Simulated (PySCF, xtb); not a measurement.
1,2,4-triazole (C2H3N3), SMILES [nH]1ncnc1.

Harmonic wavenumbers (cm⁻¹) from GFN2-xTB (xtb) at its own minimum, in rising order: 603, 652, 674, 818, 865, 927, 938, 1059, 1095, 1138, 1193, 1315, 1353, 1385, 1514, 3185, 3200, 3448.

### Question
What does TPSSh-D3(BJ)/def2-SVP run with PySCF 2.14.0 give at its own minimum? (Estimate from the structure and the level; the computed values follow.)

### Answer
603, 687, 705, 847, 904, 954, 988, 1096, 1147, 1200, 1274, 1337, 1407, 1471, 1564, 3256, 3261, 3618. Paired by order, the mean absolute difference is 53 cm⁻¹ and the zero-point energies are 36.3 and 37.6 kcal/mol.
